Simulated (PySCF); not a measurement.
Computed shifts of a molecule C2H7FSi2, PBE/pcSseg-1 in PySCF, GIAO, gas phase, equivalent atoms averaged, in ppm (number of nuclei): ¹⁹F: -257.0 (1). ²⁹Si: 1.4 (1), -79.3 (1). ¹³C: 156.5 (1), 155.2 (1). ¹H: 7.63 (1), 7.12 (1), 5.95 (2), 4.56 (3). References: ¹⁹F against CFCl3 (σ = 133.6 ppm); ²⁹Si against TMS (σ = 335.4 ppm); ¹³C against TMS (σ = 182.0 ppm); ¹H against TMS (σ = 31.49 ppm), references at their B3LYP-D3(BJ)/def2-TZVP geometries, non-relativistic. Geometry: B3LYP-D3(BJ)/def2-SVP. The values are those of a single conformer.

Question: Pick the molecule that these values belong to.
(A) C=C(F)[SiH2][SiH3]
(B) F[Si@@H]1CC[SiH2]1
(C) F[SiH]1C[SiH2]C1
(D) F[SiH2]/C=C\[SiH3]

Answer: D, F[SiH2]/C=C\[SiH3]
